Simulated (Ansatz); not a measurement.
Reactions of `FB(F)C[SiH3]`.

Isolated molecules relaxed with PBE0-D4/def2-TZVP in Ansatz; ΔE leaves out vibrations. CCSD(T)/CBS is the MP2 limit (def2-TZVPP, def2-QZVPP) plus CCSD(T) − MP2 in def2-TZVPP, frozen cores. This one scheme is used for every species. Functionals use def2-TZVPP. Triplets are unrestricted, without spin–orbit coupling. def2 core potentials past Kr. For Br, Se, Sn outer-core shells are correlated without core-valence functions, which leaves a few kJ/mol of doubt a bond. Scalar relativity is left out up to krypton. One conformer a species, not always the lowest.

| reaction | B2PLYP (kJ/mol) | PBE0-D4 (kJ/mol) | HF/CBS(def2) (kJ/mol) | CCSD(T)/CBS(def2) (kJ/mol) |
| --- | --- | --- | --- | --- |
| `FB(F)C[SiH3]` → `[CH2]` (triplet) + `FB(F)[SiH3]` | 509 | 514 | 376 | 519 |
| `FB(F)C[SiH3]` + CH₃NH₂ → `CNB(F)F` + `C[SiH3]` | -105 | -101 | -109 | -100 |
| `FB(F)C[SiH3]` + `C[N](C)[Sn][Cl]` → `FB(Cl)C[SiH3]` + `C[N](C)[Sn][F]` | 92 | 93 | 109 | 92 |
| `FB(F)C[SiH3]` + `F[SiH2][SiH2]Cl` → `FB(Cl)C[SiH3]` + `F[SiH2][SiH2]F` | 34 | 39 | 39 | 34 |
| `FB(F)C[SiH3]` + `OC[SiH2]Cl` → `[SiH3]OC[SiH2]Cl` + `CB(F)F` | -88 | -73 | -105 | -83 |
| `FB(F)C[SiH3]` + `[OH][Al]([OH])[Br]` → `[OH][Al]([Br])[O][SiH3]` + `CB(F)F` | -108 | -93 | -129 | -103 |
| `FB(F)C[SiH3]` + HCl → `FB(Cl)C[SiH3]` + H–F | 67 | 58 | 82 | 59 |
| `FB(F)C[SiH3]` + H₂Se → `FB(F)[SeH]` + `C[SiH3]` | -34 | -34 | -28 | -33 |
| `FB(F)C[SiH3]` + H₂ → `FBC[SiH3]` + H–F | 140 | 136 | 139 | 134 |
| `FB(F)C[SiH3]` + SiH₄ → `FB([SiH3])C[SiH3]` + H–F | 193 | 174 | 217 | 178 |

Largest T1 diagnostic: 0.017, for `C[N](C)[Sn][F]`.
